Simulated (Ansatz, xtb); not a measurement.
## Relative energy of two isomers of AsBGeH6O

Structure I is `O[BH][GeH2][AsH2]`, a singlet and structure II is `B[O][GeH2][AsH2]`, a singlet. Both are isolated molecules in the gas phase, relaxed with PBE0-D3(BJ)/def2-SVP, each in the lowest conformer that the search found.

Problem. Estimate which is lower in electronic energy at CCSD(T)/def2-SVP + ΔMP2/def2-TZVPP, and by roughly how much.

Solution. The CCSD(T)/def2-SVP + ΔMP2/def2-TZVPP calculation puts structure II lower, by 7.7 kcal/mol.

The same difference at several levels:

```
                             level              geometry  E(II) − E(I) (kcal/mol)  departure from the last row (kcal/mol)  job, with rough time for the two
                          GFN2-xTB              GFN2-xTB                     −25.5                                   −17.8               optimisation, 1.1 s
                         HF/STO-3G              GFN2-xTB                     −12.9                                    −5.2               single point, 3.8 s
                r2SCAN-D4/def2-SVP              GFN2-xTB                      −5.2                                    +2.5                single point, 16 s
              PBE0-D3(BJ)/def2-SVP  PBE0-D3(BJ)/def2-SVP                      −4.1                                    +3.6             optimisation, 6.5 min
                       HF/def2-SVP  PBE0-D3(BJ)/def2-SVP                      −9.9                                    −2.2           part of the CCSD(T) run
                      MP2/def2-SVP  PBE0-D3(BJ)/def2-SVP                      −8.5                                    −0.8           part of the CCSD(T) run
                  CCSD(T)/def2-SVP  PBE0-D3(BJ)/def2-SVP                      −7.8                                    −0.1                      single point
CCSD(T)/def2-SVP + ΔMP2/def2-TZVPP  PBE0-D3(BJ)/def2-SVP                      −7.7                                                     single point, 2.5 min
```

As drawn, II has 1 Ge–O, 1 B–H in place of 1 B–Ge, 1 O–H.

The levels shown agree on the order. The largest departure from CCSD(T)/def2-SVP + ΔMP2/def2-TZVPP is that of GFN2-xTB, 17.8 kcal/mol. The last row adds to CCSD(T) the change of the MP2 difference between the two basis sets, here +0.1 kcal/mol.

With thermal terms from frequencies at re-optimised GFN2-xTB minima (ideal gas, soft modes damped towards free rotors, one conformer each, 298.15 K, 1 atm): the zero-point term adds −1.9 kcal/mol; ΔH is −9.5 and ΔG −9.4 kcal/mol.

The correlated steps freeze 20 core orbitals; the filled d shell of As and Ge is correlated, in a basis made for valence electrons. Programs: Ansatz 0.2.0, xtb 6.7.1; the last row on 2 threads of AMD EPYC (Zen 3) on a shared host.
